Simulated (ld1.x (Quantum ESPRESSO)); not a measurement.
## Plane-wave convergence, TM potential for Hf

* Element: Hf
* Generator: ld1.x (Quantum ESPRESSO) 7.5
* Type: norm-conserving Troullier–Martins (Kleinman–Bylander form)
* Functional: LDA (PZ)
* Relativity: fully relativistic
* Frozen core: [Kr] 4d10 4f14
* Valence charge: 12
* Reference configuration: 5s2 5p6 5d2 6s1.5 6p0.5
* Partial waves: 5s (bound): rc 1.40 bohr; 5p (bound): rc 2.30 bohr; 5d (bound): rc 2.05 bohr
* Local potential: all-electron potential smoothed inside 2.05 bohr (lloc = -2)
* Core correction: none

Open shells are filled in proportion to 2j + 1 (rel_dist='average').

Occupied shells without a wave of their own: 6p, 6s. They enter only through the test configuration that unscreens the potential.

The pseudo-atom Hamiltonian at the reference potential is diagonalised in spherical Bessel functions j_l(qr) that vanish at 20 bohr, with q² up to the cutoff. All-electron valence levels (Ry): 5s -4.9805, 6s -0.4224, 5p1/2 -3.0933, 6p1/2 -0.1584, 5p3/2 -2.5166, 6p3/2 -0.1267, 5d3/2 -0.2780, 5d5/2 -0.2434.

**Question.** How do the lowest levels (Ry) of each channel move with the cutoff, and are there ghosts?

**Answer.**

```
cutoff (Ry)     s #1     s #2  p1/2 #1  p1/2 #2  p3/2 #1  p3/2 #2  p3/2 #3  d3/2 #1  d3/2 #2  d5/2 #1  d5/2 #2    f #1  Σ f·Δε (mRy)
          8  -4.5640  -0.4180  -2.4737  -0.1150  -2.1824  -0.1023   0.0389  -0.1181   0.0468  -0.1117   0.0474  0.0905        3732.3
         15  -4.6356  -0.4254  -3.0414  -0.1520  -2.5029  -0.1252   0.0329  -0.2340   0.0395  -0.2110   0.0405  0.0905         935.0
         25  -4.8804  -0.4312  -3.0927  -0.1555  -2.5162  -0.1264   0.0326  -0.2751   0.0379  -0.2415   0.0391  0.0905         210.7
         40  -4.9537  -0.4336  -3.0931  -0.1555  -2.5164  -0.1264   0.0326  -0.2774   0.0378  -0.2428   0.0391  0.0905          55.2
         60  -4.9682  -0.4339  -3.0932  -0.1555  -2.5165  -0.1264   0.0326  -0.2774   0.0378  -0.2428   0.0391  0.0905          25.1
         90  -4.9794  -0.4341  -3.0932  -0.1555  -2.5165  -0.1264   0.0326  -0.2774   0.0378  -0.2428   0.0391  0.0905           2.4
        120  -4.9800  -0.4341  -3.0932  -0.1555  -2.5165  -0.1264   0.0326  -0.2774   0.0378  -0.2428   0.0391  0.0905           1.2
        180  -4.9805  -0.4341  -3.0932  -0.1555  -2.5165  -0.1264   0.0326  -0.2774   0.0378  -0.2428   0.0391  0.0905           0.1
        400  -4.9805  -0.4341  -3.0932  -0.1555  -2.5165  -0.1264   0.0326  -0.2774   0.0378  -0.2428   0.0391  0.0905           0.0
```

Result: no extra level below or beside the all-electron valence levels (s, p1/2, p3/2, d3/2, d5/2, f tested); 10 mRy is reached at 70 Ry and 1 mRy at 140 Ry.

Its largest configuration-test error is -597 meV.
